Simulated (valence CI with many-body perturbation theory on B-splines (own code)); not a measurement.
## E1 transitions of Eu LIX

Method: relativistic CI+MBPT: three valence electrons over a frozen Dirac-Fock core [He], a basis of 11 s, 11 p, 10 d, 8 f, 5 g, 2 h functions for each j, with the one-electron correlation potential Σ1 (screened to all orders), the two-electron term Σ2, the three-electron term Σ3, Breit, model QED; selected single and double excitations, second order for the rest, scaled by the run's own slope (own B-spline code, finite nucleus).

No measured spectrum was set against this ion. As an estimate, large intervals hold to a few tenths of a per cent, small ones and those within an open d or f shell to about a per cent.

Lines 201 to 250 of 576 in falling wavelength, among levels below 10623 eV, chosen from the strongest by gf and those to the six lowest levels. Wavelengths and rates use the calculated energies. Electric multipoles are in the length gauge, E1 and E2 with the static RPA response of the core. Weak lines are less certain than strong ones. Lines between different terms over intervals too small for the method are left out, as are lines whose strength nearly cancels. The highest levels of a list are the least certain.

Levels are named by their leading jj configuration (3d3/2^4 stands for four electrons in 3d with j = 3/2), which in mixed levels can hold well under half, so a name can repeat and another be missing. Letters in brackets count levels of one name in rising energy.

```tsv
λ vac (nm)	Upper	Lower	A (s⁻¹)	S (a.u.)
1.333	(2s 2p3/2 3s) J=1/2	(2s^2 3s) J=1/2	2.64e+12	6.16e-03
1.333	(2p3/2^2 3p3/2) J=3/2 [b]	(2s 2p3/2 3p3/2) J=5/2 [b]	1.69e+12	7.92e-03
1.331	(2p3/2^2 3p3/2) J=5/2	(2s 2p3/2 3p3/2) J=3/2 [a]	5.84e+11	4.08e-03
1.331	(2s 2p3/2 3d3/2) J=1/2 [b]	(2s^2 3d3/2) J=3/2	1.64e+12	3.81e-03
1.331	(2s 2p3/2 3p1/2) J=3/2 [b]	(2s^2 3p1/2) J=1/2	2.47e+12	1.15e-02
1.331	(2p1/2 2p3/2 3d3/2) J=3/2 [a]	(2s 2p1/2 3d3/2) J=3/2 [a]	1.48e+12	6.87e-03
1.330	(2p1/2 2p3/2 3p3/2) J=5/2 [b]	(2s 2p1/2 3p3/2) J=3/2 [b]	8.55e+11	5.96e-03
1.330	(2p3/2^2 3d5/2) J=5/2 [b]	(2s 2p3/2 3d5/2) J=7/2 [b]	1.68e+12	1.17e-02
1.329	(2s 2p3/2 3d5/2) J=5/2 [b]	(2s^2 3d5/2) J=5/2	2.42e+12	1.68e-02
1.329	(2p1/2 2p3/2 3p1/2) J=3/2 [a]	(2s 2p1/2 3p1/2) J=1/2 [a]	1.02e+12	4.71e-03
1.329	(2p1/2 2p3/2 3d3/2) J=5/2 [a]	(2s 2p1/2 3d3/2) J=3/2 [a]	8.11e+11	5.63e-03
1.328	(2p1/2 2p3/2 3d5/2) J=1/2	(2s 2p1/2 3d5/2) J=3/2	1.80e+12	4.16e-03
1.327	(2p1/2 2p3/2 3s) J=3/2 [a]	(2s 2p1/2 3s) J=1/2 [a]	1.38e+12	6.37e-03
1.326	(2p1/2 2p3/2 3d5/2) J=7/2 [b]	(2s 2p1/2 3d5/2) J=7/2	8.77e+11	8.08e-03
1.326	(2p1/2 2p3/2 3p3/2) J=5/2 [b]	(2s 2p1/2 3p3/2) J=5/2	7.54e+11	5.21e-03
1.326	(2s 2p3/2 3s) J=3/2 [b]	(2s^2 3s) J=1/2	2.47e+12	1.14e-02
1.326	(2s 2p3/2 3p3/2) J=3/2 [b]	(2s^2 3p3/2) J=3/2	2.46e+12	1.13e-02
1.326	(2p1/2 2p3/2 3d5/2) J=3/2 [a]	(2s 2p1/2 3d5/2) J=5/2 [a]	7.86e+11	3.62e-03
1.325	(2s 2p3/2 3d5/2) J=3/2 [b]	(2s^2 3d5/2) J=5/2	2.66e+12	1.22e-02
1.324	(2p1/2 2p3/2 3d3/2) J=1/2 [a]	(2s 2p1/2 3d3/2) J=3/2 [a]	1.93e+12	4.42e-03
1.324	(2p1/2 2p3/2 3d5/2) J=5/2 [a]	(2s 2p1/2 3d5/2) J=5/2 [a]	6.40e+11	4.40e-03
1.322	(2s 2p3/2 3p3/2) J=1/2 [b]	(2s^2 3p3/2) J=3/2	2.44e+12	5.56e-03
1.320	(2s 2p3/2 3d3/2) J=3/2 [b]	(2s^2 3d3/2) J=3/2	1.58e+12	7.16e-03
1.318	(2p3/2^2 3s) J=3/2	(2s 2p3/2 3s) J=3/2 [a]	1.62e+12	7.32e-03
1.315	(2p3/2^2 3d3/2) J=7/2	(2s 2p3/2 3d3/2) J=7/2	1.50e+12	1.35e-02
1.312	(2p3/2^2 3p3/2) J=7/2	(2s 2p3/2 3p3/2) J=7/2	1.65e+12	1.47e-02
1.312	(2p3/2^2 3p1/2) J=3/2	(2s 2p3/2 3p1/2) J=3/2 [a]	1.76e+12	7.84e-03
1.312	(2p3/2^2 3p1/2) J=5/2	(2s 2p3/2 3p1/2) J=5/2	1.81e+12	1.21e-02
1.310	(2p3/2^2 3d5/2) J=7/2	(2s 2p3/2 3d5/2) J=9/2	5.01e+11	4.45e-03
1.310	(2p3/2^2 3d3/2) J=5/2	(2s 2p3/2 3d3/2) J=5/2 [a]	9.75e+11	6.49e-03
1.309	(2p3/2^2 3d5/2) J=9/2	(2s 2p3/2 3d5/2) J=9/2	1.54e+12	1.70e-02
1.309	(2p1/2 2p3/2^2) J=3/2	(2s 2p1/2 2p3/2) J=5/2	2.33e+11	1.03e-03
1.307	(2s 2p1/2 2p3/2) J=1/2	(2s^2 2p1/2) J=1/2	2.94e+12	6.48e-03
1.305	(2s 2p1/2 2p3/2) J=3/2 [b]	(2s^2 2p1/2) J=1/2	2.55e+12	1.12e-02
1.301	(2p3/2^2 3s) J=5/2	(2s 2p3/2 3s) J=5/2	1.77e+12	1.15e-02
1.301	(2p3/2^2 3d5/2) J=5/2 [a]	(2s 2p3/2 3d5/2) J=7/2 [a]	9.00e+11	5.86e-03
1.298	(2p1/2 2p3/2^2) J=1/2	(2s 2p1/2 2p3/2) J=3/2 [b]	3.03e+12	6.55e-03
1.296	(2p1/2 2p3/2^2) J=1/2	(2s 2p1/2 2p3/2) J=1/2	1.35e+12	2.90e-03
1.291	(2s 2p3/2^2) J=1/2	(2s^2 2p3/2) J=3/2	2.37e+12	5.03e-03
1.291	(2p1/2^2 2p3/2) J=3/2	(2s 2p1/2^2) J=1/2	1.89e+12	8.00e-03
1.290	(2s 2p3/2^2) J=3/2	(2s^2 2p3/2) J=3/2	4.22e+12	1.79e-02
1.280	(2p1/2 2p3/2^2) J=5/2	(2s 2p1/2 2p3/2) J=5/2	1.86e+12	1.15e-02
1.260	(2p1/2 2p3/2^2) J=3/2	(2s 2p1/2 2p3/2) J=3/2 [a]	2.06e+12	8.13e-03
1.236	(2p3/2^3) J=3/2	(2s 2p3/2^2) J=5/2	1.21e+12	4.50e-03
1.233	(2p1/2 2p3/2^2) J=5/2	(2s 2p1/2 2p3/2) J=3/2 [a]	3.94e+10	2.19e-04
0.5500	(2p1/2^2 4p1/2) J=1/2	(2p1/2^2 3d3/2) J=3/2	8.33e+12	1.37e-03
0.5487	(2s 2p1/2 4p1/2) J=3/2	(2s 2p1/2 3d3/2) J=5/2	5.96e+12	1.94e-03
0.5474	(2s 2p1/2 4s) J=1/2 [b]	(2s 2p1/2 3p3/2) J=1/2	9.32e+12	1.51e-03
0.5466	(2p1/2^2 4s) J=1/2	(2p1/2^2 3p3/2) J=3/2	2.61e+13	4.20e-03
0.5463	(2s 2p1/2 4s) J=3/2	(2s 2p1/2 3p3/2) J=3/2 [b]	5.47e+12	1.76e-03
```
